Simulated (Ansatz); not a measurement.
Rb3Cl3⁻. Charge -1, multiplicity 2. Geometry PBE0-D4/def2-SVPD.

Cartesian coordinates in Å:
```
Rb -0.543 2.516 0.749
Rb -0.745 -0.729 -2.468
Rb 2.224 -1.116 0.986
Cl -2.645 1.404 -1.250
Cl 0.977 0.940 2.952
Cl 0.732 -3.014 -0.968
```

In the def2 sets Rb takes a core potential; there is no spin–orbit coupling. LC-ωPBE has ω = 0.4 bohr⁻¹. At PBE-D4/def2-TZVPD, r2SCAN-D4/def2-TZVPD, r2SCAN0-D4/def2-TZVPD the highest occupied level of the charge -1 doublet lies above zero (up to 0.59 eV). It is a level of α spin, whose loss leaves a singlet; that state wasn't run at this geometry and level. The electron is either unbound and held by the finite basis, or the level is raised by self-interaction error. Another isomer (doublet) lies 0.29 eV lower at PBE0-D4/def2-TZVPD; other spin states weren't run for this one.

(1) Estimate the α-spin orbital energies around the gap (eV) in Ansatz with PBE-D4/def2-TZVPD, r2SCAN-D4/def2-TZVPD, r2SCAN0-D4/def2-TZVPD, CAM-B3LYP-D4/def2-TZVPD, LC-ωPBE/def2-TZVPD.

Results:

(1) 
| orbital | PBE-D4/def2-TZVPD | r2SCAN-D4/def2-TZVPD | r2SCAN0-D4/def2-TZVPD | CAM-B3LYP-D4/def2-TZVPD | LC-ωPBE/def2-TZVPD |
| --- | --- | --- | --- | --- | --- |
| HOMO−9 | -2.96 | -3.27 | -4.50 | -5.67 | -7.15 |
| HOMO−8 | -2.96 | -3.27 | -4.50 | -5.67 | -7.15 |
| HOMO−7 | -2.88 | -3.19 | -4.42 | -5.59 | -7.06 |
| HOMO−6 | -2.76 | -3.07 | -4.30 | -5.45 | -6.92 |
| HOMO−5 | -2.76 | -3.07 | -4.29 | -5.45 | -6.92 |
| HOMO−4 | -2.75 | -3.07 | -4.29 | -5.43 | -6.91 |
| HOMO−3 | -2.69 | -3.01 | -4.23 | -5.39 | -6.87 |
| HOMO−2 | -2.67 | -2.99 | -4.20 | -5.36 | -6.84 |
| HOMO−1 | -2.67 | -2.99 | -4.20 | -5.36 | -6.84 |
| HOMO | 0.52 | 0.59 | 0.28 | -0.22 | -0.79 |
| LUMO | 1.09 | 1.23 | 1.48 | 1.86 | 2.20 |
| LUMO+1 | 1.10 | 1.23 | 1.48 | 1.86 | 2.20 |
| LUMO+2 | 1.50 | 1.67 | 1.88 | 2.21 | 2.40 |
| LUMO+3 | 1.72 | 1.88 | 2.03 | 2.21 | 2.40 |
| LUMO+4 | 1.72 | 1.97 | 2.03 | 2.25 | 2.45 |
| LUMO+5 | 1.75 | 1.97 | 2.09 | 2.28 | 2.45 |
| β HOMO | -2.66 | -2.99 | -4.20 | -5.35 | -6.83 |
| β LUMO | 0.95 | 0.98 | 1.11 | 1.70 | 2.27 |
